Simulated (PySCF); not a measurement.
Se(F)4 cation (F4Se), SMILES F[Se](F)(F)F (connectivity only; charge and spin as stated), charge +1, multiplicity 2.

The structure is a stationary point at PBE0-D3(BJ)/def2-SVP. The spin state was assumed, not searched. The isomer is the one that the SMILES or the coordinates give; other isomers of the formula were not compared.

The numbers are results of r2SCAN/def2-TZVP (PySCF), not measurements.

Isolated molecule, no solvent.

* **total energy**: -2800.47369 hartree
* **point group**: C2v
* **α spin, highest occupied and lowest empty level**: -16.62 and -10.70 eV
* **β spin, highest occupied and lowest empty level**: -18.23 and -14.70 eV
* **dipole moment about the centre of nuclear charge**: 1.19 D
* **mean static polarisability**: 28.7 bohr³ (4.25 Å³)
* **polarisability, principal values**: 22.2, 25.7, 38.2 bohr³
* **⟨S²⟩**: 0.757 (pure state 0.75)
